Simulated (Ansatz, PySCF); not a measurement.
I4Ti, SMILES [I][Ti-]([I])([I])[I] (connectivity only; charge and spin as stated), charge -1, multiplicity 2. Atoms are numbered in the order given.

```xyz
5

Ti     0.0000     0.0000     0.0000
I      1.5076     1.5076     1.5895
I     -1.5076     1.5076    -1.5895
I     -1.5076    -1.5076     1.5895
I      1.5076    -1.5076    -1.5895
```
Charge -1, spin multiplicity 2.

The structure is a stationary point at B3LYP-D3(BJ)/def2-SVPD. The spin state was assumed, not searched. The def2 effective core potentials stand for the cores of I; spin–orbit coupling is left out.

Two levels are set side by side: PBE-D3(BJ)/def2-SVPD (Ansatz, an electronic-structure program) and B3LYP-D3(BJ)/def2-SVPD (Ansatz). Each level has its own optimised geometry; the coordinates shown are those of the second. Frequencies come from the Hessian of PySCF at each geometry. Differences are taken from unrounded values.

| quantity | B3LYP-D3(BJ) | PBE-D3(BJ) | PBE-D3(BJ) minus B3LYP-D3(BJ) |
|---|---|---|---|
| mean bond length (Å) | 2.659 | 2.651 | -0.008 |
| bond Ti1–I2 (Å) | 2.659 | 2.651 | -0.008 |
| bond Ti1–I3 (Å) | 2.659 | 2.651 | -0.008 |
| bond Ti1–I4 (Å) | 2.659 | 2.651 | -0.008 |
| bond Ti1–I5 (Å) | 2.659 | 2.651 | -0.008 |
| highest harmonic wavenumber (cm⁻¹) | 283 | 279 | -4 |
| mean harmonic wavenumber (cm⁻¹) | 129 | 128 | -1 |
| zero-point energy (kcal/mol) | 1.66 | 1.65 | -0.02 |

Here PBE gives about what the other level gives.
